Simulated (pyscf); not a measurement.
`[NH2][SiH2][NH][SiH2][NH][SiH3]`, singlet

Gas-phase minimum from PySCF at ωB97X-D3(BJ)/def2-SVP, one conformer. 

SMILES: [SiH2](N[SiH3])N[SiH2]N
```xyz
17

N     -0.1783    -1.7226     0.8433
Si    -1.1115    -0.6868     1.8526
N     -1.5293     0.7494     0.9487
Si    -1.4569     0.8515    -0.7831
N      0.2166     1.1159    -1.1849
Si     1.3555     1.6907    -0.0003
H      0.6884    -1.4366     0.4042
H     -0.5687    -2.5617     0.4339
H     -0.4000    -0.2447     3.0880
H     -2.3030    -1.4940     2.2533
H     -1.8834     1.5608     1.4477
H     -1.9545    -0.3781    -1.4646
H     -2.3290     1.9930    -1.1974
H      0.5338     1.0447    -2.1468
H      2.6114     2.0423    -0.7283
H      1.6980     0.6554     1.0229
H      0.8712     2.8981     0.7313
```
Charge 0, spin multiplicity 1.

Bonded distances (Å): N1–Si2 1.721, N1–H7 1.013, N1–H8 1.012, Si2–N3 1.748, Si2–H9 1.493, Si2–H10 1.494, N3–Si4 1.736, N3–H11 1.016, Si4–N5 1.741, Si4–H12 1.491, Si4–H13 1.495, N5–Si6 1.741, N5–H14 1.015, Si6–H15 1.494 (the first ones only). Bond angles (°): Si2–N1–H7 123.2, Si2–N1–H8 121.8, H7–N1–H8 112.9, N1–Si2–N3 108.7, N1–Si2–H9 113.9, N1–Si2–H10 105.3, N3–Si2–H9 107.4, N3–Si2–H10 113.1, H9–Si2–H10 108.6, Si2–N3–Si4 123.7, Si2–N3–H11 119.0, Si4–N3–H11 117.2, N3–Si4–N5 106.2, N3–Si4–H12 113.2 (the first ones only).

Properties at ωB97X-D3(BJ)/def2-SVP:

```
Property                                                                                                                                                                                                                                                                                                                                                          Result
---------------------------------------------------------------------------------------------------------------------  -------------------------------------------------------------------------------------------------------------------------------------------------------------------------------------------------------------------------------------------------
Harmonic wavenumbers, unscaled                                                                                         27, 72, 82, 107, 139, 149, 192, 248, 307, 325, 376, 429, 582, 611, 641, 712, 742, 751, 785, 795, 860, 878, 903, 926, 933, 961, 979, 984, 999, 1014, 1030, 1175, 1187, 1543, 2226, 2228, 2234, 2246, 2249, 2250, 2258, 3644, 3645, 3655, 3748 cm⁻¹
Zero-point energy                                                                                                                                                                                                                                                                                                                                          75.5 kcal/mol
Rotational symmetry number                                                                                                                                                                                                                                                                                                                                             1
Entropy of this conformer at 298 K and 1 atm, rigid rotor and harmonic oscillator, modes under 100 cm⁻¹ raised to 100                                                                                                                                                                                                                                    423.8 J/(mol K)
Dipole moment                                                                                                                                                                                                                                                                                                                                                     1.25 D
```

Single-point totals, which compare only within one level:

| level | total energy (hartree) |
|---|---|
| ωB97X-D3(BJ)/def2-TZVP | -1039.73645 |
| PBE/def2-TZVP | -1038.90749 |
| r²SCAN/def2-TZVP | -1039.41046 |
| B3LYP-D3(BJ)/def2-TZVP | -1039.68764 |
| PBE0-D3(BJ)/def2-TZVP | -1039.03236 |
| M06-2X/def2-TZVP | -1039.45336 |
| ωB97M-D3(BJ)/def2-TZVP | -1039.76143 |

The lowest mode is so soft that the shape along it may change with the basis. Soft torsions are taken as harmonic, which can shift the entropy by several J/(mol K).
